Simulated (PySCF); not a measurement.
A geometry optimisation on `C(#Cc1cc2Cc2cc1C)C`.

Computed with PBE0-D3(BJ)/def2-SVP geometry optimisation, gas phase (PySCF 2.14.0). Start geometry: GFN2-xTB. A driver script takes a list of jobs; this job's settings line and coordinates (Å) are shown.

Input:
```
{"job": {"xc": "PBE0", "basis": "def2-SVP", "d3": "d3bj", "grid": 1, "kind": "geom"}, "charge": 0, "multiplicity": 1}
C      4.057831    -0.386365     0.014252
C      2.612550    -0.360274     0.036626
C      1.409880    -0.329034     0.056225
C     -0.005755    -0.321371     0.077500
C     -0.676905    -1.573274     0.017341
C     -2.022915    -1.453516     0.044045
C     -2.695494    -0.250372     0.121358
C     -2.093379     0.962181     0.180370
C     -0.683105     0.902302     0.156194
C      0.112468     2.171964     0.215348
C     -3.510849    -1.493370     0.063664
H      4.449886    -0.226352     1.019208
H      4.437145     0.399772    -0.639205
H      4.411113    -1.350677    -0.351369
H     -0.116631    -2.494891    -0.042698
H     -2.605459     1.912145     0.241018
H      0.770023     2.168836     1.084328
H     -0.543187     3.037136     0.274429
H      0.742133     2.267778    -0.668877
H     -4.015861    -1.833512     0.961693
H     -4.042408    -1.732163    -0.851556
```

Output:
```
step   0  E = -424.24894181  max force = 0.031825
step   1  E = -424.25254258  max force = 0.002473
step   2  E = -424.25256233  max force = 0.000977
step   3  E = -424.25256486  max force = 0.000623
step   4  E = -424.25257059  max force = 0.000142
optimisation converged
```

Energies in Eh; «max force» is the largest Cartesian gradient component in Eh/bohr.

**Question.** How much energy does the optimisation release, in eV?

**Answer.** E(step 0) − E(last step) = 0.003629 Eh, which is 0.099 eV.

**Question.** Give the first gradient maximum in eV/Å.

**Answer.** With 1 Eh/bohr = 51.422 eV/Å, 1.637 eV/Å.

In short: final energy -424.25257 Eh after 4 steps; dipole 0.96 D.

**Question.** Where do the atoms end?

**Answer.** 0.038 Å rms from the input after alignment:
```
atom  x, y, z in Å
C1     4.0830   -0.3450    0.1242
C2     2.6309   -0.3230    0.1463
C3     1.4154   -0.3069    0.1659
C4    -0.0130   -0.2893    0.1896
C5    -0.7139   -1.5241    0.1273
C6    -2.0800   -1.3956    0.1579
C7    -2.7266   -0.2115    0.2401
C8    -2.1000    1.0123    0.3022
C9    -0.6897    0.9599    0.2751
C10    0.1089    2.2277    0.3363
C11   -3.5708   -1.4393    0.1808
H12    4.5001   -0.1893    1.1321
H13    4.4839    0.4464   -0.5287
H14    4.4600   -1.3104   -0.2481
H15   -0.1607   -2.4635    0.0623
H16   -2.6130    1.9760    0.3678
H17    0.7813    2.2327    1.2086
H18   -0.5466    3.1073    0.3986
H19    0.7516    2.3356   -0.5517
H20   -4.0904   -1.7854    1.0874
H21   -4.1217   -1.6757   -0.7424
```

Cost: about 4 min of CPU time on one thread; the machine was shared, so the figure is rough.
Labels such as C1 count atoms from 1, the log's own numbers from 0.
